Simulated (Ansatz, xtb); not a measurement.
# How methods differ on AlH3Se (SMILES [AlH2][SeH])

The species is AlH3Se (5 atoms), meant as a singlet with charge 0. SMILES: `[AlH2][SeH]`. Geometry: relaxed at PBE0-D4/def2-TZVP.

Quantity: the dipole moment, in D. The values are calculated.

```tsv
level	kind	program	value (D)	CPU time
GFN2-xTB	semi-empirical	xtb	1.72	under 2 s
GFN0-xTB	semi-empirical	xtb	1.36	under 2 s
GFN1-xTB	semi-empirical	xtb	0.70	under 2 s
HF/STO-3G	Hartree–Fock	Ansatz	2.49	0.47 s
HF/3-21G	Hartree–Fock	Ansatz	1.71	0.63 s
HF/6-31G** (spherical functions)	Hartree–Fock	Ansatz	1.38	2.5 s
HF/def2-SVP	Hartree–Fock	Ansatz	1.14	1.6 s
HF/pcseg-2	Hartree–Fock	Ansatz	1.14	7.3 s
B3LYP/6-31G* (spherical functions)	global hybrid	Ansatz	0.98	5.2 s
B3LYP/6-31G* (Cartesian functions)	global hybrid	Ansatz	0.98	5.5 s
```

All-electron rows without a relativistic Hamiltonian named are non-relativistic. The values span 0.70 to 2.49 D. Magnitudes only: a small dipole may point the other way at some levels. Sets without polarisation functions give poor dipoles. Without the sets that lack polarisation functions the rows with a basis span only 0.98 to 1.38 D. CPU times are rough (shared hosts, several kinds of processor): they show what a rung costs within a factor of a few.
